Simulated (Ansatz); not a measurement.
Frontier orbitals of `Cl[SiH]1[AlH][S]1`.

Charge 0, multiplicity 1. All single points use the PBE0-D4/def2-TZVP geometry. Basis def2-TZVPP, Ansatz.

Orbital energies of one run (eV). Highest occupied ones, from the top: -6.91, -8.18, -8.87, -9.50, -10.12, -10.82, -11.32, -12.14, -14.59, -20.55, -23.70, -75.92, -75.99, -76.12. Empty: -1.93, -0.99, 0.00, 0.60, 0.66, 1.51.

Which functional gave them?
A. LDA (SPW92)
B. r2SCAN0
C. ωB97X-V
D. CAM-B3LYP

B. HOMO energies: r2SCAN0 -6.91, ωB97X-V -8.91, CAM-B3LYP -7.96, LDA (SPW92) -5.90 eV.
